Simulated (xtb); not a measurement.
C4H4OSe, SMILES C1[Se][C@@H](C=1)C=O. All values are semi-empirical tight-binding results from xtb (GFN2-xTB unless named), good for trends rather than for accurate numbers. Coordinates come from a GFN2-xTB optimisation. The structure was generated by enumeration; whether it is a known compound was not checked. One conformer was computed; it need not be the lowest.

Optimised geometry:

Bonded distances (Å): O1–C2 1.199, C2–C3 1.487, C2–H7 1.109, C3–C4 1.496, C3–Se6 2.037, C3–H8 1.091, C4–C5 1.329, C4–H9 1.075, C5–Se6 1.916, C5–H10 1.074. Bond angles (°): O1–C2–C3 125.6, O1–C2–H7 121.8, C3–C2–H7 112.6, C2–C3–C4 118.2, C2–C3–Se6 106.8, C2–C3–H8 112.8, C4–C3–Se6 88.9, C4–C3–H8 116.4, Se6–C3–H8 110.3, C3–C4–C5 103.4, C3–C4–H9 126.0, C5–C4–H9 130.6, C4–C5–Se6 99.5, C4–C5–H10 133.3, Se6–C5–H10 127.2, C3–Se6–C5 68.2.
Charge 0, spin multiplicity 1.

```json
{
 "orbital_gap": "2.20 eV",
 "zero_point_energy": "41.0 kcal/mol",
 "G − E(el) at 298.15 K (modified RRHO)": "21.3 kcal/mol",
 "static polarisability (D4 model)": "73.7 bohr³",
 "solvation energy, GFN2-xTB/ALPB(water)": "-1.6 kcal/mol",
 "solvation energy, GFN2-xTB/ALPB(acetonitrile)": "-5.9 kcal/mol"
}
```

Computed atomic charges and the Wiberg bond orders between heavy atoms:
charges (e) O1 -0.31, C2 0.22, C3 -0.01, C4 -0.03, C5 -0.01, Se6 -0.05, H7 0.02, H8 0.07, H9 0.05, H10 0.06. Bond orders O1–C2 1.89, C2–C3 1.02, C3–C4 1.02, C4–C5 1.88, C3–Se6 0.91, C5–Se6 1.08.
